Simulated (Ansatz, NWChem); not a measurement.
# GaH2O2 (SMILES [OH][Ga][OH]): the vertical electron affinity, rung by rung

The species is GaH2O2 (5 atoms), meant as a doublet with charge 0. SMILES: `[OH][Ga][OH]`. The coordinates come from a PBE0-D4/def2-TZVP relaxation. This is one conformer, not always the lowest.

Quantity: the vertical electron affinity (to the singlet anion), in eV. The values are calculated.

The electron affinity is E(neutral) − E(anion): positive where the electron is bound.

```
             level                    kind  program  value (eV)  CPU time (all runs)
     UHF/def2-SVPD            Hartree–Fock   Ansatz        0.51                  5 s
  USVWN5/def2-SVPD                     LDA   Ansatz        1.85                5.5 s
U-revPBE/def2-SVPD                     GGA   Ansatz        1.51                8.3 s
    UPBE/def2-SVPD                     GGA   Ansatz        1.61                8.4 s
U-r2SCAN/def2-SVPD                meta-GGA   Ansatz        1.50                 18 s
   UPBE0/def2-SVPD           global hybrid   NWChem        1.54                 61 s
 U-wB97X/def2-SVPD  range-separated hybrid   Ansatz        1.77                 40 s
 UB2PLYP/def2-SVPD           double hybrid   Ansatz        1.56                 15 s
   UCCSD/def2-SVPD   coupled cluster or CI   Ansatz        1.42                 61 s
```

All-electron rows without a relativistic Hamiltonian named are non-relativistic. Where it was recorded, the anion's HOMO is positive in USVWN5/def2-SVPD, U-revPBE/def2-SVPD, UPBE/def2-SVPD, U-r2SCAN/def2-SVPD: a fault of the level (basis or self-interaction), which says nothing on whether the real anion is bound. The values span 0.51 to 1.85 eV. In the correlated wave-function rows the outer d shell of Ga is correlated, in sets not made for it. Times are those of the runs behind each value, whatever else they computed, on shared processors of several kinds: orders of magnitude only.
